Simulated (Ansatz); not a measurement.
A run for Ansatz (an electronic-structure program): R-PBE/def2-TZVPPD on HF (SMILES F) with ghost functions, monomers drawn apart or pushed together. Files ending in .json are basis or fitting sets from the Basis Set Exchange.

Ansatz 0.2 input:
```yaml
crystal:
  periodic: [false, false, false]
  atoms:
    - {symbol: F, position_ang: [0.25024175, 0.23257027, -0.14423264]}
    - {symbol: H, position_ang: [-0.02466204, 0.91421912, 0.42293237]}
basis:
  gaussian:
    orbitals: def2-TZVPPD.json
    ghost_atoms:
      - {symbol: F, position_ang: [-0.18887420, 1.11244975, 2.74326998]}
      - {symbol: C, position_ang: [0.19540070, -0.06272588, 3.30805377]}
      - {symbol: F, position_ang: [-0.84447733, -0.54585281, 3.99135214]}
      - {symbol: F, position_ang: [1.18918963, 0.19999840, 4.15946318]}
      - {symbol: H, position_ang: [0.51356315, -0.75592793, 2.53077577]}
hamiltonian:
  xc: {name: PBE}
scf: {lower_state_search: off}
```

It printed:

```
WARN ansatz: RAYON_NUM_THREADS=2 ignored (pool sized by the plan → 2); use --threads N
Functional definition: PBE
these checks for a lower state are left out or cut short: stability, starts, cluster_reference, orbital_swaps, neighbouring_geometries, increment
integrals: 0.12 GiB planned
1040 factors; their error is unknown
mean field: 0.97 GiB planned
mean field evaluation 1: about -2730.2579 eV, gradient 3.5e1 eV
mean field evaluation 2: about -2724.0261 eV, gradient 7.5e1 eV
mean field evaluation 4: about -2731.9345 eV, gradient 5.0e-1 eV
mean field evaluation 8: about -2731.9337 eV, gradient 1.2e-1 eV
mean field -2731.93374253 eV, -100.3967132667 hartree, gradient 1.8e-6 eV, S^2 0.000000; 0 other end points of the search recorded, 0 dependent functions left out
reference -2731.93377870 eV, -100.3967145961 hartree; 5, 5 occupied and 226, 226 virtual orbitals, 1040 factors
Total energy: -2731.93377870 eV, -100.3967145961 hartree
Checks for a lower state left out: stability, starts, cluster_reference, orbital_swaps, neighbouring_geometries, increment
```

Self-consistency was reached.

Cost: very roughly 2.2 core-seconds.
